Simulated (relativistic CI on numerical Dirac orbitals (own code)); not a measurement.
Sensitivity of the levels of Yb⁴⁷⁺ to α and to the nuclear radius

Method of calculation: Dirac-Coulomb-Breit CI, orbitals from a KLI potential per configuration, derivatives by finite differences, unscaled Slater integrals, QED left out (own radial code, finite nucleus).

Configurations in the expansion (outside the closed core [Ne]): 3s²3p⁶3d⁵, 3s²3p⁵3d⁶, 3s²3p⁴3d⁷, 3s3p⁶3d⁶, 3p⁶3d⁷, 3s3p⁵3d⁷, 3s²3p⁶3d⁴4s, 3s²3p⁶3d³4s². Levels of other configurations are missing.

With x = (α/α₀)² − 1 an excitation energy changes as ω = ω₀ + qx; K = 2q/ω₀ is the relative enhancement. Terms are leading LS components, so labels can repeat. The field-shift factor is F = δν/δ⟨r²⟩ for the transition from the lowest level.

Lowest level 3s²3p⁶3d⁵ ⁴P5/2.

| Level | ω₀ (cm⁻¹) | q (cm⁻¹) | F (GHz/fm²) |
| --- | --- | --- | --- |
| 3s²3p⁶3d⁵ ⁶S5/2 | 343194 | 432800 | 8.75 |
| 3s²3p⁶3d⁵ ⁴G7/2 | 435996 | 420400 | 8.78 |
| 3s²3p⁶3d⁵ ⁴D3/2 | 446978 | 430100 | 8.53 |
| 3s²3p⁶3d⁵ ²H11/2 | 448767 | 411500 | 9.17 |
| 3s²3p⁶3d⁵ ⁴G9/2 | 488442 | 426600 | 9.23 |
| 3s²3p⁶3d⁵ ²D5/2 | 513116 | 441300 | 9.2 |
| 3s²3p⁶3d⁵ ⁴P1/2 | 534182 | 468300 | 9.26 |
| 3s²3p⁶3d⁵ ²F7/2 | 550810 | 428500 | 8.87 |
| 3s²3p⁶3d⁵ ²D3/2 | 666583 | 484800 | 10.7 |
| 3s²3p⁶3d⁵ ⁶S5/2 | 770688 | 847300 | 16.9 |
| 3s²3p⁶3d⁵ ⁴D7/2 | 836519 | 860200 | 17.2 |
| 3s²3p⁶3d⁵ ²I11/2 | 843103 | 848900 | 17.8 |
| 3s²3p⁶3d⁵ ⁴G9/2 | 857611 | 849900 | 17.4 |

At this charge energies of transitions that change n are usually good to better than 1 %, and those within a shell (Δn = 0) to a few per cent.

Problem. Which transition from the lowest level has the largest |K|?

Solution. 3s²3p⁶3d⁵ ⁶S5/2 at 343194 cm⁻¹, K = 2.52.
